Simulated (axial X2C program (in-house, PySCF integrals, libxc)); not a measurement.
# Potential curves of LiNb⁻, scalar-relativistic

Calculated with an in-house all-electron X2C program for linear molecules (integrals from PySCF). Spin-free means the one-electron spin-free X2C Hamiltonian. Basis: Nb dyall-acv3z [12s13p10d5f3g], Li dyall-av3z [9s9p3d] (cores contracted in-house); Gaussian nuclei, density fitting, unrestricted open shells. Masses: Nb 92.906 u, Li 7.016 u.

State: M_S = 5/2, Λ = 1 (beyond evenly filled blocks: 2 × σα, π+α, δ+α, δ-α). Energies in eV from the fragments at the same level (Nb- + Li). Fits are polynomials in 1 − R0/R over 0.85 to 1.23 times the lowest point R0.

| R (Å) | r2SCAN |
| --- | --- |
| 2.6563 | -0.5945 |
| 2.7439 | -0.6662 |
| 2.8314 | -0.7166 |
| 2.9190 | -0.7502 |
| 3.0212 | -0.7717 |
| 3.1233 | -0.7788 |
| 3.2547 | -0.7723 |
| 3.4152 | -0.7477 |

The state is one determinant whose occupation by symmetry is held fixed; it was picked as the lowest of a PBE0 search that is not exhaustive. Dissociation energies refer to the lowest single-determinant-based atoms at the same level and basis. Other states lie close and PBE0, whose exact exchange favours high spin, may order them wrongly; the determinant shown need not be the ground state. The nearest other spin-free determinant of the search, M_S = 5/2, Λ = 2, lies 0.004 eV up at the distance of the search. The functionals have no current-density term, which raises determinants with orbital currents, atoms included. At some level and bond length an empty orbital lies below a filled one. The highest occupied level of some functionals is positive through self-interaction error; at Hartree–Fock it is bound. The determinant is spin-polarised beyond a pure state at some levels (its spin-free form has ⟨S²⟩ too high), which makes Re and μ there less reliable. With spin–orbit coupling the lowest determinant has another configuration, so this spin-free state is a model.

(1) What are Re, ωe and De at the r2SCAN level?

Answers

(1) At r2SCAN, spin-free: Re = 3.134 Å, ωe ≈ 204 cm⁻¹, De = 0.78 eV to Nb- + Li; Be follows as 0.263 cm⁻¹.
